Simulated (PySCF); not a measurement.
Isomers of CH7FGeSi and their computed core-level spectra.

Method: delta-SCF UKS SCAN, pcX-2 on the ionised atom, pcseg-1 elsewhere, spin-free X2C (PySCF 2.14.0). Geometries: PBE0-D3(BJ)/def2-SVP; isolated species, one conformer each.

Line lists (1s up to Mg, 2p3/2 beyond, nothing for Ge; areas count atoms within a level, one atom standing for each set equivalent by bonding):
1. C 1s: 290.38 eV; F 1s: 691.08 eV; Si 2p3/2: 106.83 eV
2. C 1s: 292.58 eV; F 1s: 692.36 eV; Si 2p3/2: 106.64 eV
3. C 1s: 290.56 eV; F 1s: 691.94 eV; Si 2p3/2: 107.55 eV

Structures:
A. `FC[SiH2][GeH3]`
B. `C[Si@H](F)[GeH3]`
C. `[F][GeH2][CH2][SiH3]`

Question: Which list belongs to which compound?

Answer: 
- 1 = C: another candidate has the same counts of sites, so positions decide. C 1s: 290.38 sp3 carbon bound to silicon; F 1s: 691.08 fluorine bonded to Ge; Si 2p3/2: 106.83 SiH3 silicon.
- 2 = A: another candidate has the same counts of sites, so positions decide. C 1s: 292.58 sp3 C–F carbon; F 1s: 692.36 alkyl fluorine; Si 2p3/2: 106.64 SiH2 silicon.
- 3 = B: another candidate has the same counts of sites, so positions decide. C 1s: 290.56 Si-methyl carbon; F 1s: 691.94 silicon-bound fluorine; Si 2p3/2: 107.55 fluorine-bound silicon.

2p3/2 and 2p1/2 are the ΔSCF energy of one spin-free 2p hole plus the eigenvalues of a spin–orbit and ligand-field matrix of the shell.
